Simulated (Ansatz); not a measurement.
Start from `[OH][Sn-]1[O]C(C(F)(F)F)=CC(C(F)(F)F)=[O+]1` and change one atom or group to get `FC(F)(F)C1=CC(C(F)(F)F)=[O+][Zn-]([Cl])[O]1`.

Ansatz, PBE0-D4/def2-TZVP geometries, multiplicity 1. Each molecule was computed in one conformer, which needn't be the lowest.

Elements past krypton have def2 core potentials. Scalar relativity is left out up to krypton.

| property | `[OH][Sn-]1[O]C(C(F)(F)F)=CC(C(F)(F)F)=[O+]1` |
| --- | --- |
| LUMO energy (B3LYP/def2-TZVPP) / eV | -3.12 |
| HOMO energy (B3LYP/def2-TZVPP) / eV | -7.53 |
| HOMO energy (PBE0/def2-TZVPP) / eV | -7.69 |
| LUMO energy (PBE/def2-TZVPP) / eV | -3.70 |
| HOMO–LUMO gap (ωB97M-V/def2-TZVPP) / eV | 9.04 |
| HOMO–LUMO gap (B3LYP/def2-TZVPP) / eV | 4.41 |

Problem. What does the change do to each property? (Best estimate.)

Solution. The calculation gave: 
```csv
property,`FC(F)(F)C1=CC(C(F)(F)F)=[O+][Zn-]([Cl])[O]1`,shift
LUMO energy (B3LYP/def2-TZVPP) / eV,-3.61,-0.49
HOMO energy (B3LYP/def2-TZVPP) / eV,-8.39,-0.86
HOMO energy (PBE0/def2-TZVPP) / eV,-8.61,-0.92
LUMO energy (PBE/def2-TZVPP) / eV,-4.18,-0.48
HOMO–LUMO gap (ωB97M-V/def2-TZVPP) / eV,9.45,0.41
HOMO–LUMO gap (B3LYP/def2-TZVPP) / eV,4.78,0.37
```

With PBE0 the HOMO falls by 0.92 eV and the LUMO falls by 0.48 eV, so the gap widens by about 0.44 eV. PBE moves the HOMO by -0.72 eV and ωB97M-V by -0.87 eV.

B3LYP here is the variant with VWN-RPA as its local correlation; programs differ in this.
